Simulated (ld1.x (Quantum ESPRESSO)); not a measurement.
# An odd input for ld1.x (Quantum ESPRESSO) 7.5 (iron (Fe))

Command:

```bash
ld1.x < Fe.in > Fe.out
```

Input:

```
&input
   title='Fe', zed=26., rel=2, dft='BLYP', iswitch=3,
   config='[Ar] 3d6 4s0 4p0', rel_dist='average',
   nld=5, rlderiv=1.80, eminld=-10.0, emaxld=5.0, deld=0.04
 /
 &inputp
   pseudotype=3, tm=.true., lloc=-1, rcloc=1.20,
   nlcc=.true., new_core_ps=.true.,
   which_augfun='PSQ', rmatch_augfun_nc=.true.,
   file_pseudopw='Fe.UPF', file_wfcaegen='ae.wfc', file_wfcncgen='nc.wfc', file_beta='beta', file_chi='chi', file_wfcusgen='us.wfc'
 /
6
3S  1  0   2.00   0.00  1.50  1.65  0.0
4S  2  0   0.00   0.00  1.50  1.65  0.0
3P  2  1   6.00   0.00  1.30  1.55  0.0
4P  3  1   0.00   0.00  0.15  0.15  0.0
3D  3  2   6.00   0.00  0.65  0.90  0.0
3D  3  2   0.00   3.45  0.65  0.90  0.0
 &test
   configts(1)='3s2 3p6 3d6 4s0 4p0'
 /
```

Output (end):

```
      Computing core charge for nlcc:

       r > 0.39 : true rho core
      Core charge pseudized with two Bessel functions
      Integrated core pseudo-charge :   7.04

     Fully relativistic calculation: |psi|^2

     Wfc 3S LC norm =  0.99965136 SC norm =  0.00034840 missing  0.00000023

     Wfc 4S LC norm =  0.99995299 SC norm =  0.00004194 missing  0.00000507

     Wfc 3P LC norm =  0.99969136 SC norm =  0.00030844 missing  0.00000020

     Wfc 3P LC norm =  0.99969674 SC norm =  0.00030255 missing  0.00000071

     Wfc 4P LC norm =  0.99996543 SC norm =  0.00003294 missing  0.00000164

     Wfc 4P LC norm =  0.99996578 SC norm =  0.00002609 missing  0.00000813

     Wfc 3D LC norm =  0.99980461 SC norm =  0.00019535 missing  0.00000005

     Wfc 3D LC norm =  0.99980599 SC norm =  0.00018943 missing  0.00000457
      Wfc-us  3S rcutus= 1.635  Estimated cut-off energy=    21.18 Ry
      Wfc-us  4S rcutus= 1.635  Estimated cut-off energy=    43.96 Ry
      Wfc-us  3P rcutus= 1.556  Estimated cut-off energy=    35.38 Ry
      Wfc-us  3P rcutus= 1.556  Estimated cut-off energy=    35.31 Ry

      Wfc   4P  rcut= 0.148  Using Troullier-Martins method

      Wfc   4P  rcut= 0.148  Using Troullier-Martins method
      Wfc-us  3D rcutus= 0.898  Estimated cut-off energy=   139.68 Ry
      Wfc-us  3D rcutus= 0.898  Estimated cut-off energy=   139.64 Ry
      Wfc-us  3D rcutus= 0.898  Estimated cut-off energy=   168.27 Ry
      Wfc-us  3D rcutus= 0.898  Estimated cut-off energy=   167.87 Ry

     Message from routine find_qi:
     qmax not found

 %%%%%%%%%%%%%%%%%%%%%%%%%%%%%%%%%%%%%%%%%%%%%%%%%%%%%%%%%%%%%%%%%%%%%%%%%%%%%%
     Error in routine compute_q_3bess (1):
     problem with the q_i coefficients
 %%%%%%%%%%%%%%%%%%%%%%%%%%%%%%%%%%%%%%%%%%%%%%%%%%%%%%%%%%%%%%%%%%%%%%%%%%%%%%

     stopping ...
```

Question: This input was made by a single change from one that runs to its end. What was changed?

Answer: The change: radius of 4P set to 0.15 bohr. The program stops during the generation: "compute_q_3bess: problem with the q_i coefficients". Messages: qmax not found.
